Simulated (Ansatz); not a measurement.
Start from `O=C[SiH2][SiH2][SiH3]` and change one atom or group to get `O=C[SiH2][SiH2][AlH2]`.

Ansatz, PBE0-D4/def2-TZVP geometries, multiplicity 1. Each molecule was computed in one conformer, which needn't be the lowest.

```csv
property,`O=C[SiH2][SiH2][SiH3]`
size of the dipole moment (B3LYP/def2-TZVPP) / D,1.82
HOMO–LUMO gap (PBE0/def2-TZVPP) / eV,5.42
LUMO energy (ωB97M-V/def2-TZVPP) / eV,0.49
HOMO energy (PBE/def2-TZVPP) / eV,-5.76
LUMO energy (PBE/def2-TZVPP) / eV,-2.91
HOMO energy (PBE0/def2-TZVPP) / eV,-7.17
```

(1) Give the same properties after the change, and the shifts. (An estimate is asked.)

## Answers

(1) Ansatz gave: 
| property | `O=C[SiH2][SiH2][AlH2]` | shift |
| --- | --- | --- |
| size of the dipole moment (B3LYP/def2-TZVPP) / D | 2.57 | 0.75 |
| HOMO–LUMO gap (PBE0/def2-TZVPP) / eV | 4.47 | -0.95 |
| LUMO energy (ωB97M-V/def2-TZVPP) / eV | -0.79 | -1.28 |
| HOMO energy (PBE/def2-TZVPP) / eV | -5.59 | 0.17 |
| LUMO energy (PBE/def2-TZVPP) / eV | -3.19 | -0.28 |
| HOMO energy (PBE0/def2-TZVPP) / eV | -6.90 | 0.27 |

With PBE0 the HOMO rises by 0.27 eV and the LUMO falls by 0.67 eV, so the gap narrows by about 0.94 eV. PBE moves the HOMO by 0.17 eV and ωB97M-V by 0.41 eV. Dipoles are sizes alone; their direction can turn.

B3LYP here is the variant with VWN-RPA as its local correlation; programs differ in this.
